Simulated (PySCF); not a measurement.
SiBr2, SMILES [Si](Br)Br (connectivity only; charge and spin as stated), neutral, multiplicity 1. Geometry optimised at B3LYP-D3(BJ)/def2-TZVP. The isomer is the one that the SMILES or the coordinates give; other isomers of the formula were not compared.

The numbers are results of B3LYP-D3(BJ)/def2-TZVP (PySCF 2.14.0), not measurements.

Harmonic wavenumbers (cm⁻¹): 120, 388, 391. Rotational constants (GHz): 10.46, 1.011, 0.9222; symmetry number 2.

Problem. Work out the zero-point energy and the ideal-gas rigid-rotor harmonic-oscillator thermochemistry at 298.15 K and 1 atm.

Solution. ZPE = ½ Σ hcν = ½ × 899 cm⁻¹ = 1.28 kcal/mol. H − E(el) = 4.49 kcal/mol. Entropy in cal/(mol K): translation 41.60, rotation 26.51, vibration 5.10, total 73.21. G − E(el) = -17.34 kcal/mol. Cp = 12.87 cal/(mol K). Modes under 150 cm⁻¹ make the vibrational entropy uncertain.
